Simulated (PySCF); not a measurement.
Compound: C₃H₆FSi₂ (doublet state).
Geometry (GFN2-xTB, Å), atoms numbered from 1 in this order:
```
atom  x, y, z in Å
C1     2.569    0.887    0.330
C2     1.720    0.073    0.082
Si3    0.428   -1.189   -0.315
C4    -1.204   -0.491    0.441
F5    -2.219   -1.410    0.133
Si6   -1.741    1.251   -0.141
H7     3.310    1.602    0.549
H8     0.764   -2.470    0.311
H9     0.259   -1.305   -1.766
H10   -1.133   -0.510    1.535
H11   -0.833    2.254    0.402
H12   -1.919    1.307   -1.587
```

The hyperfine couplings belong to this conformer and change with its torsions.

As a line formula: `C([SiH2][C@H](F)[SiH2])#C` [radical].

The calculation used UKS B3LYP, pcH-1 on C F H Si, non-relativistic, mean-field spin-orbit, GIAO (PySCF 2.14.0). Geometry: GFN2-xTB, one conformer, isolated molecule. A GFN2-xTB geometry isn't a minimum of the functional, and hyperfine couplings can be far from their values at a DFT geometry, by a factor of two or more for some ions and for spin on atoms past the first row. No stability test was run, so a lower SCF solution isn't excluded.

Question: Where do the isotropic ENDOR lines of C4, F5, H11/H12, H8, H10, H9, Si6 and Si3 fall at 1212.1 mT, to first order?

Answer: For S = 1/2 in fast tumbling each set of equivalent nuclei gives two lines, ν± = |νn ± a/2| to first order, with νn = g_N μN B/h and μN/h = 7.62259 MHz/T.

```json
{"nuclei": "C4", "isotope": "13C", "g_N": "1.4048", "νn (MHz)": "12.98", "a_iso (MHz)": "-1.38", "lower line (MHz)": "12.29", "upper line (MHz)": "13.67"}
{"nuclei": "F5", "isotope": "19F", "g_N": "5.2577", "νn (MHz)": "48.58", "a_iso (MHz)": "53.05", "lower line (MHz)": "22.05", "upper line (MHz)": "75.10"}
{"nuclei": "H11/H12", "isotope": "1H", "g_N": "5.5857", "νn (MHz)": "51.61", "a_iso (MHz)": "35.53", "lower line (MHz)": "33.85", "upper line (MHz)": "69.37"}
{"nuclei": "H8", "isotope": "1H", "g_N": "5.5857", "νn (MHz)": "51.61", "a_iso (MHz)": "19.86", "lower line (MHz)": "41.68", "upper line (MHz)": "61.54"}
{"nuclei": "H10", "isotope": "1H", "g_N": "5.5857", "νn (MHz)": "51.61", "a_iso (MHz)": "8.55", "lower line (MHz)": "47.33", "upper line (MHz)": "55.88"}
{"nuclei": "H9", "isotope": "1H", "g_N": "5.5857", "νn (MHz)": "51.61", "a_iso (MHz)": "-1.01", "lower line (MHz)": "51.10", "upper line (MHz)": "52.11"}
{"nuclei": "Si6", "isotope": "29Si", "g_N": "-1.1106", "νn (MHz)": "10.26", "a_iso (MHz)": "-461.07", "lower line (MHz)": "220.28", "upper line (MHz)": "240.80"}
{"nuclei": "Si3", "isotope": "29Si", "g_N": "-1.1106", "νn (MHz)": "10.26", "a_iso (MHz)": "-51.00", "lower line (MHz)": "15.24", "upper line (MHz)": "35.76"}
```

The rows for 13C and 29Si, of low natural abundance, apply to labelled samples.

Question: Which pairs are centred on the nuclear Larmor frequency, and which on half the coupling?

Answer: Centred on νn, since |a| < 2νn: C4, F5, H11/H12, H8, H10 and H9. Centred on |a|/2 and split by 2νn: Si6 and Si3.

Nuclei that the bonding pattern makes equivalent are averaged, as if the motion that swaps them (rotation, inversion, ring flip) were fast. The 1H value of +35.5 MHz is a mean of couplings from 26.3 to 44.8 MHz in this one geometry, not an average over conformers.
